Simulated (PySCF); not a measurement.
**Ionisation energy of Cl¹²⁺ by level of theory**

Cl¹²⁺ [He] 2s2 2p1 [2p1/2^1, M_J = 1/2] → Cl¹³⁺ [He] 2s2, as a difference of total energies. Calculation: PySCF 2.14, in an even-tempered Gaussian basis (17 s from 2 bohr⁻², ratio 2.4; 11 p from 2.6 bohr⁻², ratio 2.4; 5 d from 9.6 bohr⁻², ratio 2.6; 5 f from 14 bohr⁻², ratio 2.6); the two-component X2C-1e Hamiltonian. Correlated levels: nothing frozen; the 34 highest virtual spinors dropped. "Screened" scales the spin-orbit matrix elements by Boettger's factors to mimic the two-electron term; Breit and QED terms are absent.

| method | ionisation energy (eV) |
| --- | --- |
| GHF (spin-free) | 655.89 |
| GMP2 (spin-free) | 655.77 |
| GHF (screened spin-orbit) | 657.40 |
| GMP2 (screened spin-orbit) | 657.28 |

For comparison: 656.3 ± 0.12 eV (semi-empirical (NIST evaluation); NIST Atomic Spectra Database, ionization energies).
